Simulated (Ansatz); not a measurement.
Consider the redistribution: `BC(B)(C)F` + `[SiH3][SiH2][GeH3]` → `B[SiH2][GeH3]` + `BC(C)(F)[SiH3]`.

Gas-phase electronic energies from Ansatz, PBE0-D4/def2-TZVP geometries. CBS: MP2 limit from def2 TZ/QZ plus the TZ coupled-cluster correction, frozen cores. DFT in def2-TZVPP. B3LYP here is the variant with VWN-RPA as its local correlation; programs differ in this. For Ge outer-core shells are correlated without core-valence functions, which leaves a few kJ/mol of doubt a bond. Scalar relativity is left out up to krypton.

`BC(B)(C)F`:

Z-matrix (Å, degrees):
```
C
C 1 1.540
B 1 1.913 2 53.0
H 1 1.085 2 113.6 3 108.5
H 1 1.088 2 107.9 3 -124.8
H 1 1.136 2 112.6 3 -11.8
B 2 1.510 1 122.2 3 -102.8
F 2 1.384 1 109.9 3 110.8
H 3 1.190 1 106.9 2 117.1
H 3 1.192 1 112.1 2 -105.6
H 7 1.194 2 120.2 1 -161.4
H 7 1.195 2 118.5 1 23.6
```

`[SiH3][SiH2][GeH3]`:

Cartesian coordinates in Å:
```
Si -1.553 1.002 0.680
Si 0.720 0.604 0.309
Ge 1.019 -1.427 -0.895
H -1.765 2.268 1.432
H -2.138 -0.121 1.461
H -2.265 1.095 -0.623
H 1.437 0.514 1.611
H 1.310 1.729 -0.469
H 0.296 -1.351 -2.251
H 0.431 -2.605 -0.102
H 2.509 -1.708 -1.153
```

`B[SiH2][GeH3]`:

Cartesian coordinates in Å:
```
B -1.424 -1.155 -0.514
Si -0.513 -0.124 0.916
Ge 1.315 0.865 -0.285
H -2.249 -0.640 -1.210
H -1.083 -2.270 -0.779
H 0.077 -0.937 2.014
H -1.303 0.993 1.502
H 0.801 1.754 -1.430
H 2.225 -0.220 -0.884
H 2.153 1.734 0.669
```

`BC(C)(F)[SiH3]`:

Z-matrix (Å, degrees):
```
Si
B 1 2.501
C 1 1.985 2 37.1
H 1 1.487 2 80.3 3 152.6
H 1 1.482 2 106.9 3 -99.7
H 1 1.482 2 133.4 3 44.6
H 2 1.199 1 95.1 3 120.8
H 2 1.193 1 113.7 3 -112.1
C 3 1.512 1 107.7 2 -126.3
F 3 1.396 1 105.7 2 117.3
H 9 1.091 3 110.6 1 65.6
H 9 1.093 3 109.0 1 -175.4
H 9 1.093 3 112.2 1 -56.1
```

```tsv
level	ΔE (kJ/mol)	difference from CCSD(T)/CBS
PBE-D4	43.0	9.5
r2SCAN-D4	38.7	5.2
B3LYP-D4	29.4	-4.1
ωB97X-V	37.2	3.7
ωB97M-V	36.0	2.5
B2PLYP	32.3	-1.2
PBE	43.9	10.4
PBE0	45.4	11.9
HF/def2-TZVPP	17.2	-16.3
MP2/def2-TZVPP	38.2	4.7
SCS-MP2/def2-TZVPP	30.6	-2.9
CCSD/def2-TZVPP	30.8	-2.7
CCSD(T)/def2-TZVPP	32.9	-0.6
HF/def2-QZVPP	17.3	-16.2
SCS-MP2/def2-QZVPP	31.1	-2.4
MP2/CBS(def2)	38.8	5.3
CCSD(T)/CBS	33.5	0
```

Largest T1 diagnostic among the species: 0.013.

In def2-TZVPP, CCSD(T) changes the Hartree–Fock value by +15.7 kJ/mol (the triples alone add +2.1 kJ/mol) and MP2 by +21.0 kJ/mol.
